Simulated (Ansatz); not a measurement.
NH₃ + `[GaH3]` → `[NH3+][GaH3-]`  (adduct formation)

Gas-phase electronic energies from Ansatz, PBE0-D4/def2-TZVP geometries. CCSD(T)/CBS is the MP2 limit (def2-TZVPP, def2-QZVPP) plus CCSD(T) − MP2 in def2-TZVPP, frozen cores. This one scheme is used for every species. Functionals use def2-TZVPP. For Ga outer-core shells are correlated without core-valence functions, which leaves a few kJ/mol of doubt a bond. Scalar relativity is left out up to krypton.

Question: Is it downhill or uphill in electronic energy at CCSD(T)/CBS, and by how much? (An estimate is asked.)

Answer: The calculation gave: Downhill: ΔE = -101.0 kJ/mol.

Question: What do these levels give: PBE-D4, B97M-V, PBE-QIDH, revPBE, r2SCAN0, CCSD/def2-SVP? (An estimate is asked.)

Answer: Ansatz gave: PBE-D4 -101.1, B97M-V -102.7, PBE-QIDH -105.4, revPBE -79.6, r2SCAN0 -106.5, CCSD/def2-SVP -114.1 kJ/mol.

Largest T1 diagnostic among the species: 0.013.

Leaving LDA and LC-ωPBE aside and taking each functional with its dispersion term where it has one, the values, not all of them listed here, spread over 16.6 kJ/mol, from r2SCAN0-D4 to BLYP-D4. LDA lies −34.3 kJ/mol from PBE without D4. The D4 term adds −9.5 kJ/mol with B3LYP and −5.0 kJ/mol with PBE0; it sums over pairs of atoms, weighted by their polarisabilities, and B3LYP, whose exchange is more repulsive, gets the larger term.

B3LYP here is the variant with VWN-RPA as its local correlation; programs differ in this.
